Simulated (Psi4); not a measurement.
C4H8ClGa (SMILES C=[CH][Ga]([Cl])[CH2]C), singlet, geometry from GFN2-xTB (such geometries of metal compounds can be far from the true shape), atoms displaced at random by about 0.08 Å a coordinate; B3LYP/STO-3G, gradient (Psi4 1.11).

Input for Psi4:
```
memory 2 GB

molecule {
0 1
  Ga   -0.09094856   -0.06045070    0.01133596
  Cl   -0.05029384    0.02441205    1.97908694
  C     1.43789592    0.27669294   -1.30165106
  C     2.58488123    0.77799032   -0.35110634
  H     1.19362727    1.16739222   -2.01458717
  H     1.61920816   -0.56336914   -1.65048633
  H     3.06354809   -0.02554170    0.44616761
  H     2.42519299    1.65616704    0.22357113
  H     3.61164768    1.01292642   -0.98247974
  C    -1.97668081   -0.72315919   -0.73135920
  C    -2.09892826   -0.94153212   -1.93119603
  H    -2.69246607   -0.98102287    0.01208617
  H    -3.06445065   -1.17621520   -2.36640214
  H    -1.45378342   -0.65594759   -2.71383377
symmetry c1
no_reorient
no_com
}

set basis sto-3g

gradient('b3lyp')
print_variables()
```

Task: Write the output that Psi4 gives for this input, abridged.

Result: 
```
gradient() will perform analytic gradient computation.

   => Loading Basis Set <=

    Name: STO-3G
    Role: ORBITAL
    Keyword: BASIS

         ---------------------------------------------------------
                                   SCF
               by Justin Turney, Rob Parrish, Andy Simmonett
                          and Daniel G. A. Smith
                              RKS Reference
         ---------------------------------------------------------

  ==> Geometry <==

    Molecular point group: c1
    Full point group: C1

    Geometry (in Angstrom), charge = 0, multiplicity = 1:

       Center              X                  Y                   Z               Mass
    ------------   -----------------  -----------------  -----------------  -----------------
         GA          -0.090948560000    -0.060450700000     0.011335960000    68.925573500000
         CL          -0.050293840000     0.024412050000     1.979086940000    34.968852682000
         C            1.437895920000     0.276692940000    -1.301651060000    12.000000000000
         C            2.584881230000     0.777990320000    -0.351106340000    12.000000000000
         H            1.193627270000     1.167392220000    -2.014587170000     1.007825032230
         H            1.619208160000    -0.563369140000    -1.650486330000     1.007825032230
         H            3.063548090000    -0.025541700000     0.446167610000     1.007825032230
         H            2.425192990000     1.656167040000     0.223571130000     1.007825032230
         H            3.611647680000     1.012926420000    -0.982479740000     1.007825032230
         C           -1.976680810000    -0.723159190000    -0.731359200000    12.000000000000
         C           -2.098928260000    -0.941532120000    -1.931196030000    12.000000000000
         H           -2.692466070000    -0.981022870000     0.012086170000     1.007825032230
         H           -3.064450650000    -1.176215200000    -2.366402140000     1.007825032230
         H           -1.453783420000    -0.655947590000    -2.713833770000     1.007825032230

  Running in c1 symmetry.

  Rotational constants: A =      0.07849  B =      0.05424  C =      0.03256 [cm^-1]
  Rotational constants: A =   2352.97626  B =   1625.93550  C =    976.19388 [MHz]
  Nuclear repulsion =  518.152767169925482

  Charge       = 0
  Multiplicity = 1
  Electrons    = 80
  Nalpha       = 40
  Nbeta        = 40

  ==> Algorithm <==

  SCF Algorithm Type is DF.
  DIIS enabled.
  MOM disabled.
  Fractional occupation disabled.
  Guess Type is SAD.
  Energy threshold   = 1.00e-08
  Density threshold  = 1.00e-08
  Integral threshold = 1.00e-12

  ==> Primary Basis <==

  Basis Set: STO-3G
    Blend: STO-3G
    Number of shells: 33
    Number of basis functions: 55
    Number of Cartesian functions: 56
    Spherical Harmonics?: true
    Max angular momentum: 2

  ==> DFT Potential <==

   => LibXC <=

    Version 7.1.2
    S. Lehtola, C. Steigemann, M. J. T. Oliveira, and M. A. L. Marques,  SoftwareX 7, 1–5 (2018) (10.1016/j.softx.2017.11.002)

   => Composite Functional: B3LYP <=

    B3LYP Hyb-GGA Exchange-Correlation Functional

    P. J. Stephens, F. J. Devlin, C. F. Chabalowski, and M. J. Frisch,  J. Phys. Chem. 98, 11623 (1994) (10.1021/j100096a001)

    Deriv               =              1
    GGA                 =           TRUE
    Meta                =          FALSE

    Exchange Hybrid     =           TRUE
    MP2 Hybrid          =          FALSE

   => Exchange Functionals <=

    0.0800   Slater exchange
    0.7200         Becke 88

   => Exact (HF) Exchange <=

    0.2000               HF

   => Correlation Functionals <=

    0.1900   Vosko, Wilk & Nusair (VWN5_RPA)
    0.8100   Lee, Yang & Parr

   => LibXC Density Thresholds  <==

    XC_HYB_GGA_XC_B3LYP:  1.00E-15

   => Molecular Quadrature <=

    Radial Scheme          =       TREUTLER
    Pruning Scheme         =           NONE
    Nuclear Scheme         =       TREUTLER

    Blocking Scheme        =         OCTREE
    BS radius alpha        =              1
    Pruning alpha          =              1
    Radial Points          =             75
    Spherical Points       =            302
    Total Points           =         295911
    Total Blocks           =           2248
    Max Points             =            256
    Max Functions          =             50
    Weights Tolerance      =       1.00E-15

   => Loading Basis Set <=

    Name: (STO-3G AUX)
    Role: JKFIT
    Keyword: DF_BASIS_SCF

  ==> Integral Setup <==

  SCF_SUBTYPE=INCORE selected. In-core MEM_DF algorithm will be used.
  Using in-core AOs.

  ==> MemDFJK: Density-Fitted J/K Matrices <==

    J tasked:                   Yes
    K tasked:                   Yes
    wK tasked:                   No
    Algorithm:                 Core
    Schwarz Cutoff:           1E-12
    Mask sparsity (%):       5.4876
    Fitting Condition:        1E-10

   => Auxiliary Basis Set <=

  Basis Set: (STO-3G AUX)
    Blend: DEF2-UNIVERSAL-JKFIT
    Number of shells: 246
    Number of basis functions: 838
    Number of Cartesian functions: 1042
    Spherical Harmonics?: true
    Max angular momentum: 5

  Minimum eigenvalue in the overlap matrix is 1.4448205509E-01.
  Reciprocal condition number of the overlap matrix is 5.8914305540E-02.
    Using symmetric orthogonalization.

  ==> Pre-Iterations <==

  SCF Guess: Superposition of Atomic Densities via on-the-fly atomic UHF (no occupation information).

   -------------------------
    Irrep   Nso     Nmo
   -------------------------
     A         55      55
   -------------------------
    Total      55      55
   -------------------------

  ==> Iterations <==

                           Total Energy        Delta E     RMS |[F,P]|

   @DF-RKS iter SAD: -2508.94457120143215   -2.50894e+03   0.00000e+00
   @DF-RKS iter   1: -2511.71940905009615   -2.77484e+00   1.60326e-02 DIIS/ADIIS
[...]
  @DF-RKS Final Energy: -2512.67833177775719
    Total Energy =                      -2512.6783317777581033
[...]
 Dipole Y            :          8.8929760           -8.8526601            0.0403159
 Dipole Z            :          1.2512615           -1.7800224           -0.5287608
 Magnitude           :                                                    0.5328390

 ------------------------------------------------------------------------------------

         ------------------------------------------------------------
                                   SCF GRAD
                          Rob Parrish, Justin Turney,
                       Andy Simmonett, and Alex Sokolov
         ------------------------------------------------------------

  ==> Geometry <==

    Molecular point group: c1
    Full point group: C1

    Geometry (in Angstrom), charge = 0, multiplicity = 1:

       Center              X                  Y                   Z               Mass
    ------------   -----------------  -----------------  -----------------  -----------------
         GA          -0.090948560000    -0.060450700000     0.011335960000    68.925573500000
         CL          -0.050293840000     0.024412050000     1.979086940000    34.968852682000
         C            1.437895920000     0.276692940000    -1.301651060000    12.000000000000
         C            2.584881230000     0.777990320000    -0.351106340000    12.000000000000
         H            1.193627270000     1.167392220000    -2.014587170000     1.007825032230
         H            1.619208160000    -0.563369140000    -1.650486330000     1.007825032230
         H            3.063548090000    -0.025541700000     0.446167610000     1.007825032230
         H            2.425192990000     1.656167040000     0.223571130000     1.007825032230
         H            3.611647680000     1.012926420000    -0.982479740000     1.007825032230
         C           -1.976680810000    -0.723159190000    -0.731359200000    12.000000000000
         C           -2.098928260000    -0.941532120000    -1.931196030000    12.000000000000
         H           -2.692466070000    -0.981022870000     0.012086170000     1.007825032230
         H           -3.064450650000    -1.176215200000    -2.366402140000     1.007825032230
         H           -1.453783420000    -0.655947590000    -2.713833770000     1.007825032230

  Nuclear repulsion =  518.152767169925482

  ==> Basis Set <==

  Basis Set: STO-3G
    Blend: STO-3G
    Number of shells: 33
    Number of basis functions: 55
    Number of Cartesian functions: 56
    Spherical Harmonics?: true
    Max angular momentum: 2

  ==> DFJKGrad: Density-Fitted SCF Gradients <==

    Gradient:                    1
    J tasked:                  Yes
    K tasked:                  Yes
    wK tasked:                  No
    Integrals threads:           1
    Schwarz Cutoff:          1E-12
    Fitting Condition:       1E-10

   => Auxiliary Basis Set <=

  Basis Set: (STO-3G AUX)
    Blend: DEF2-UNIVERSAL-JKFIT
    Number of shells: 246
    Number of basis functions: 838
    Number of Cartesian functions: 1042
    Spherical Harmonics?: true
    Max angular momentum: 5

  ==> DFT Potential <==

   => LibXC <=

    Version 7.1.2
    S. Lehtola, C. Steigemann, M. J. T. Oliveira, and M. A. L. Marques,  SoftwareX 7, 1–5 (2018) (10.1016/j.softx.2017.11.002)

   => Composite Functional: B3LYP <=

    B3LYP Hyb-GGA Exchange-Correlation Functional

    P. J. Stephens, F. J. Devlin, C. F. Chabalowski, and M. J. Frisch,  J. Phys. Chem. 98, 11623 (1994) (10.1021/j100096a001)

    Deriv               =              1
    GGA                 =           TRUE
    Meta                =          FALSE

    Exchange Hybrid     =           TRUE
    MP2 Hybrid          =          FALSE

   => Exchange Functionals <=

    0.0800   Slater exchange
    0.7200         Becke 88

   => Exact (HF) Exchange <=

    0.2000               HF

   => Correlation Functionals <=

    0.1900   Vosko, Wilk & Nusair (VWN5_RPA)
    0.8100   Lee, Yang & Parr

   => LibXC Density Thresholds  <==

    XC_HYB_GGA_XC_B3LYP:  1.00E-15

   => Molecular Quadrature <=

    Radial Scheme          =       TREUTLER
    Pruning Scheme         =           NONE
    Nuclear Scheme         =       TREUTLER

    Blocking Scheme        =         OCTREE
    BS radius alpha        =              1
    Pruning alpha          =              1
    Radial Points          =             75
    Spherical Points       =            302
    Total Points           =         295911
    Total Blocks           =           2248
    Max Points             =            256
    Max Functions          =             50
    Weights Tolerance      =       1.00E-15

  -Total Gradient:
     Atom            X                  Y                   Z
    ------   -----------------  -----------------  -----------------
       1        0.017378553961     0.006334151431     0.041033590452
       2        0.002704505793     0.000955005154     0.003660678418
       3        0.092180164352    -0.227768416459    -0.136964457436
       4       -0.126990009145     0.062598196888     0.017540175771
       5       -0.008352862507     0.045781641480    -0.016850933737
       6       -0.049903039887     0.185513473756     0.100345098593
       7        0.041952348769    -0.036909732327     0.045333819959
       8        0.018770154678    -0.029244629501    -0.013543089560
       9        0.059067797226     0.008464742644    -0.026986543239
      10       -0.114773410177    -0.050196855782    -0.202326327124
      11        0.064257985210     0.019807569787     0.178957055780
      12        0.025969352057     0.004049740982    -0.015948685207
      13        0.013800734992     0.017186120953     0.003764215253
      14       -0.036053991860    -0.006209430740     0.021700563220

  Variable Map:
  ----------------------------------------------------------------------------
[...]
  Array Variable Map:
  ----------------------------------------------------------------------------
[...]
[...]
```
